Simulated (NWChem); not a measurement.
**Excited singlets of ClFSi by symmetry**

```xyz
3

Si    -0.7984    -0.4181     0.0000
F      0.2609    -1.6610     0.0000
Cl     0.5194     1.2237     0.0000
```
Charge 0, spin multiplicity 1.

Everything below was run with NWChem. All single points use one geometry, from B3LYP/def2-SVP, a minimum by its harmonic frequencies.

Basis set: aug-cc-pVDZ. Symmetry labels belong to the abelian group Cs used in the runs, with the axes of the coordinates shown. Entries are the lowest vertical excitation energy of each symmetry in eV (for CIS and TDDFT among the lowest few roots); a state of one symmetry need not have the same character in every method. Symmetries that some method's roots don't reach, or where a double excitation leads the EOM-CCSD root, are left out.

The correlated methods keep 11 core orbitals frozen. B3LYP has NWChem's definition, with VWN1-RPA local correlation. The structure started from a generated list of species. No row is a measurement; the coupled-cluster row has its own basis-set and correlation limits.

| method | a" | a' |
|---|---|---|
| CIS | 4.96 | 7.43 |
| TD-PBE | 4.26 | 5.54 |
| TD-B3LYP | 4.42 | 5.91 |
| TD-LDA (SVWN5) | 4.25 | 5.56 |
| EOM-CCSD | 4.65 | 6.61 |
